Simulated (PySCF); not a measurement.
Al(Me)(OH)(SeH) (CH5AlOSe), SMILES [SeH][Al]([CH3])[OH]. Coordinates come from a PBE0-D3(BJ)/def2-SVP optimisation. The structure was generated by enumeration; whether it is a known compound was not checked. Other conformers were not sampled.

Task: Give the equilibrium geometry at PBE0-D3(BJ)/def2-SVP (PySCF confirms it by a frequency run) as bond lengths and angles. (Estimate from the structure and the level; the computed values follow.)

Result: One answer among several that fit: 
Atoms: Al1 C2 H3 H4 H5 O6 H7 Se8 H9. Bond lengths (Å): Al1–C2 1.938, Al1–O6 1.703, Al1–Se8 2.327, C2–H3 1.101, C2–H4 1.102, C2–H5 1.102, O6–H7 0.957, Se8–H9 1.471. Angles (°): C2–Al1–O6 118.8, C2–Al1–Se8 120.3, O6–Al1–Se8 121.0, Al1–C2–H3 112.8, Al1–C2–H4 110.4, Al1–C2–H5 110.3, H3–C2–H4 108.1, H3–C2–H5 108.0, H4–C2–H5 107.0, Al1–O6–H7 128.6, Al1–Se8–H9 93.5.
Charge 0, spin multiplicity 1.
